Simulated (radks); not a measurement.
Species: Si XIII. Configuration: [He] (the NIST ground configuration). Method: Dirac Kohn-Sham, PBE, spin-unpolarised, spherical densities, point nucleus; computed with a radial shooting solver on a logarithmic mesh with Libxc functionals.

Normalised radial functions P(r) = r R(r) (large component), r in bohr:

r	2p3/2
0.006326	0.0048
0.006963	0.0058
0.007665	0.0070
0.008437	0.0085
0.009213	0.0100
0.01014	0.0121
0.01116	0.0145
0.01229	0.0174
0.01353	0.0209
0.01489	0.0251
0.01626	0.0297
0.0179	0.0355
0.0197	0.0425
0.02169	0.0508
0.02387	0.0606
0.02628	0.0722
0.02892	0.0859
0.03158	0.1006
0.03477	0.1192
0.03827	0.1410
0.04212	0.1663
0.04637	0.1957
0.05104	0.2297
0.05574	0.2653
0.06135	0.3094
0.06753	0.3596
0.07434	0.4162
0.08183	0.4795
0.09007	0.5499
0.09836	0.6206
0.1083	0.7042
0.1192	0.7940
0.1312	0.8891
0.1444	0.9881
0.159	1.0891
0.1736	1.1812
0.1911	1.2783
0.2103	1.3683
0.2315	1.4470
0.2548	1.5100
0.2805	1.5527
0.3088	1.5707
0.3372	1.5626
0.3712	1.5248
0.4086	1.4562
0.4497	1.3582
0.495	1.2345
0.5449	1.0907
0.595	0.9475
0.655	0.7866
0.721	0.6291
0.7936	0.4830
0.8736	0.3544
0.9616	0.2475
1.05	0.1698
1.156	0.1062
1.272	0.0623
1.401	0.0339

2p3/2 (empty): eigenvalue -519.45 eV, 0 radial nodes, <r> = 0.394 bohr, 90 % of the charge inside 0.632 bohr.
